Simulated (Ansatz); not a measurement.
Molecule: WCl₂, charge 0, multiplicity 5. The spin state was set by rule; other spins were not relaxed. 
Coordinates optimised at B3LYP-D3(BJ)/def2-TZVP (Ansatz, a quantum-chemistry and plane-wave program):
```
W
Cl 1 2.2856
Cl 1 2.2856 2 141.09
```
Charge 0, spin multiplicity 5.

Property: vertical ionisation energy (to the quartet state of charge +1; each state is the SCF solution reached for its spin), in eV. Correlated levels leave the core frozen unless marked. Open shells are spin-unrestricted. Spin-orbit coupling is left out. The frozen core is the preceding noble-gas configuration, with the filled d and f shells of earlier blocks. Past Kr the def2 sets carry scalar-relativistic core potentials. CBS(X,Y): correlation extrapolated as X^-3; Hartree-Fock from the larger set. [CCSD(T)-MP2]/basis is that difference in the basis named.

```csv
level,program,vertical ionisation energy (eV)
B2PLYP/def2-TZVPD,Ansatz,(withheld)
SCS-MP2/def2-SVPD,Ansatz,8.13
CCSD/def2-SVPD,Ansatz,8.34
"RI-MP2/CBS(def2-TZVPPD,def2-QZVPPD)+[CCSD(T)-MP2]/def2-TZVPPD",Ansatz,(withheld)
```

Complete the blanks.


- B2PLYP/def2-TZVPD, vertical ionisation energy (eV): 8.11
- RI-MP2/CBS(def2-TZVPPD,def2-QZVPPD)+[CCSD(T)-MP2]/def2-TZVPPD, vertical ionisation energy (eV): 8.24
